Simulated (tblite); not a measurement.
Parent: `[O:1]=[CH:2]/[C:3]([SiH3:4])=[CH:5]\[C:6]([F:7])([F:8])[F:9]` with O1–C2–C3–Si4 0°, C4H5F3OSi.

Structures optimised with GFN2-xTB, isolated species. One conformer each, not checked by frequencies here.

```json
{"coordinate of the parent": "O1=C2", "value": "1.205 Å"}
{"coordinate of the parent": "C2–C3", "value": "1.468 Å"}
{"coordinate of the parent": "C3–Si4", "value": "1.908 Å"}
{"coordinate of the parent": "C3=C5", "value": "1.331 Å"}
{"coordinate of the parent": "C5–C6", "value": "1.502 Å"}
{"coordinate of the parent": "C6–F7", "value": "1.346 Å"}
{"coordinate of the parent": "C6–F8", "value": "1.339 Å"}
{"coordinate of the parent": "C6–F9", "value": "1.346 Å"}
{"coordinate of the parent": "O1–C2–C3", "value": "119.8°"}
{"coordinate of the parent": "C2–C3–Si4", "value": "110.1°"}
{"coordinate of the parent": "C2–C3–C5", "value": "124.1°"}
{"coordinate of the parent": "Si4–C3–C5", "value": "125.8°"}
{"coordinate of the parent": "C3–C5–C6", "value": "124.7°"}
{"coordinate of the parent": "C5–C6–F7", "value": "112.9°"}
{"coordinate of the parent": "C5–C6–F8", "value": "111.7°"}
{"coordinate of the parent": "C5–C6–F9", "value": "112.9°"}
{"coordinate of the parent": "F7–C6–F8", "value": "106.4°"}
{"coordinate of the parent": "F7–C6–F9", "value": "106.1°"}
{"coordinate of the parent": "F8–C6–F9", "value": "106.4°"}
```

Q: How does the shared frame change in `[CH3:1]/[C:2]([CH:3]=[O:4])=[CH:5]/[C:6]([F:7])([F:8])[F:9]` with C1–C2–C3–O4 0°, C5H5F3O? Atoms pair as O1 = O4, C2 = C3, C3 = C2, C5 = C5, C6 = C6, F7 = F7, F8 = F9, F9 = F8 (parent first).

A: 
```tsv
parent	relative	value in the relative	change
O1=C2	O4=C3	1.200 Å	-0.005
C2–C3	C3–C2	1.489 Å	+0.021
C3=C5	C2=C5	1.336 Å	+0.005
C5–C6	C5–C6	1.498 Å	-0.004
C6–F7	C6–F7	1.346 Å	0.000
C6–F8	C6–F9	1.339 Å	0.000
C6–F9	C6–F8	1.346 Å	0.000
O1–C2–C3	O4–C3–C2	123.0°	+3.2
C2–C3–C5	C3–C2–C5	122.6°	-1.5
C3–C5–C6	C2–C5–C6	125.3°	+0.6
C5–C6–F7	C5–C6–F7	113.2°	+0.3
C5–C6–F8	C5–C6–F9	111.2°	-0.5
C5–C6–F9	C5–C6–F8	113.2°	+0.3
F7–C6–F8	F7–C6–F9	106.4°	0.0
F7–C6–F9	F7–C6–F8	106.1°	0.0
F8–C6–F9	F9–C6–F8	106.4°	0.0
```

Of the parent's bonds, C2–C3 changes most (+0.021 Å). Bonds of the relative outside the shared frame: C1–C2 1.490 Å. Point group Cs → Cs.

Q: How does the shared frame change in `[CH3:1][C:2](=[O:3])/[C:4]([SiH3:5])=[CH:6]\[C:7]([F:8])([F:9])[F:10]` with C1–C2–C4–Si5 108°, C5H7F3OSi? Atoms pair as O1 = O3, C2 = C2, C3 = C4, Si4 = Si5, C5 = C6, C6 = C7, F7 = F8, F8 = F9, F9 = F10 (parent first).

A: 
```json
{"parent": "O1=C2", "relative": "O3=C2", "value in the relative": "1.205 Å", "change": "0.000"}
{"parent": "C2–C3", "relative": "C2–C4", "value in the relative": "1.485 Å", "change": "+0.017"}
{"parent": "C3–Si4", "relative": "C4–Si5", "value in the relative": "1.906 Å", "change": "-0.002"}
{"parent": "C3=C5", "relative": "C4=C6", "value in the relative": "1.325 Å", "change": "-0.006"}
{"parent": "C5–C6", "relative": "C6–C7", "value in the relative": "1.498 Å", "change": "-0.004"}
{"parent": "C6–F7", "relative": "C7–F8", "value in the relative": "1.354 Å", "change": "+0.008"}
{"parent": "C6–F8", "relative": "C7–F9", "value in the relative": "1.341 Å", "change": "+0.002"}
{"parent": "C6–F9", "relative": "C7–F10", "value in the relative": "1.340 Å", "change": "-0.006"}
{"parent": "O1–C2–C3", "relative": "O3–C2–C4", "value in the relative": "121.2°", "change": "+1.4"}
{"parent": "C2–C3–Si4", "relative": "C2–C4–Si5", "value in the relative": "112.4°", "change": "+2.3"}
{"parent": "C2–C3–C5", "relative": "C2–C4–C6", "value in the relative": "124.8°", "change": "+0.7"}
{"parent": "Si4–C3–C5", "relative": "Si5–C4–C6", "value in the relative": "122.6°", "change": "-3.2"}
{"parent": "C3–C5–C6", "relative": "C4–C6–C7", "value in the relative": "124.5°", "change": "-0.2"}
{"parent": "C5–C6–F7", "relative": "C6–C7–F8", "value in the relative": "112.0°", "change": "-0.9"}
{"parent": "C5–C6–F8", "relative": "C6–C7–F9", "value in the relative": "111.6°", "change": "-0.1"}
{"parent": "C5–C6–F9", "relative": "C6–C7–F10", "value in the relative": "114.2°", "change": "+1.3"}
{"parent": "F7–C6–F8", "relative": "F8–C7–F9", "value in the relative": "106.0°", "change": "-0.4"}
{"parent": "F7–C6–F9", "relative": "F8–C7–F10", "value in the relative": "105.7°", "change": "-0.4"}
{"parent": "F8–C6–F9", "relative": "F9–C7–F10", "value in the relative": "106.8°", "change": "+0.4"}
```

Of the parent's bonds, C2–C3 changes most (+0.017 Å). Bonds of the relative outside the shared frame: C1–C2 1.505 Å. Point group Cs → C1.

Q: How does the shared frame change in `[O:1]=[CH:2]/[C:3](=[CH:4]\[C:5]([F:6])([F:7])[F:8])[SiH2:9][F:10]` with O1–C2–C3–C4 179°, C2–C3–Si9–F10 180°, C4H4F4OSi? Atoms pair as O1 = O1, C2 = C2, C3 = C3, Si4 = Si9, C5 = C4, C6 = C5, F7 = F6, F8 = F8, F9 = F7 (parent first).

A: 
```json
{"parent": "O1=C2", "relative": "O1=C2", "value in the relative": "1.206 Å", "change": "+0.001"}
{"parent": "C2–C3", "relative": "C2–C3", "value in the relative": "1.468 Å", "change": "0.000"}
{"parent": "C3–Si4", "relative": "C3–Si9", "value in the relative": "1.903 Å", "change": "-0.005"}
{"parent": "C3=C5", "relative": "C3=C4", "value in the relative": "1.332 Å", "change": "+0.001"}
{"parent": "C5–C6", "relative": "C4–C5", "value in the relative": "1.502 Å", "change": "0.000"}
{"parent": "C6–F7", "relative": "C5–F6", "value in the relative": "1.346 Å", "change": "0.000"}
{"parent": "C6–F8", "relative": "C5–F8", "value in the relative": "1.337 Å", "change": "-0.002"}
{"parent": "C6–F9", "relative": "C5–F7", "value in the relative": "1.346 Å", "change": "0.000"}
{"parent": "O1–C2–C3", "relative": "O1–C2–C3", "value in the relative": "119.3°", "change": "-0.5"}
{"parent": "C2–C3–Si4", "relative": "C2–C3–Si9", "value in the relative": "109.7°", "change": "-0.4"}
{"parent": "C2–C3–C5", "relative": "C2–C3–C4", "value in the relative": "124.9°", "change": "+0.8"}
{"parent": "Si4–C3–C5", "relative": "Si9–C3–C4", "value in the relative": "125.5°", "change": "-0.3"}
{"parent": "C3–C5–C6", "relative": "C3–C4–C5", "value in the relative": "124.3°", "change": "-0.4"}
{"parent": "C5–C6–F7", "relative": "C4–C5–F6", "value in the relative": "112.6°", "change": "-0.3"}
{"parent": "C5–C6–F8", "relative": "C4–C5–F8", "value in the relative": "111.8°", "change": "+0.1"}
{"parent": "C5–C6–F9", "relative": "C4–C5–F7", "value in the relative": "112.7°", "change": "-0.2"}
{"parent": "F7–C6–F8", "relative": "F6–C5–F8", "value in the relative": "106.6°", "change": "+0.2"}
{"parent": "F7–C6–F9", "relative": "F6–C5–F7", "value in the relative": "106.1°", "change": "0.0"}
{"parent": "F8–C6–F9", "relative": "F8–C5–F7", "value in the relative": "106.6°", "change": "+0.2"}
```

Of the parent's bonds, C3–Si4 changes most (-0.005 Å). Bonds of the relative outside the shared frame: Si9–F10 1.613 Å. Point group Cs → Cs.

These are computed values.
